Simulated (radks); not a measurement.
Charge is removed step by step from the 4p level of Rh, starting from [Kr] 4d8 5s1. Method: scalar-relativistic Kohn-Sham, PBEsol, spin-unpolarised, spherical densities, point nucleus; computed with a radial shooting solver on a logarithmic mesh with Libxc functionals.

| removed (e) | E - E(0) (eV) | eigenvalue (eV) | E minus straight line (eV) |
|---|---|---|---|
| 0 | 0.000 | -50.380 | 0.000 |
| 0.25 | 12.955 | -53.353 | -1.194 |
| 0.5 | 26.677 | -56.516 | -1.620 |
| 0.75 | 41.211 | -59.844 | -1.235 |
| 1 | 56.596 | -63.316 | 0.000 |

Removing the whole electron costs 56.596 eV by Delta-SCF, against 50.380 eV from minus the eigenvalue at the starting occupation. Slater's transition state (half an electron removed) gives 56.516 eV. Integrating minus the eigenvalue over the occupation (Janak's theorem) gives 56.626 eV. In this scalar-relativistic scheme the density is built from large components alone, so the theorem holds only approximately. The mean slope of the eigenvalue, de/dn, is 12.9 eV per electron.
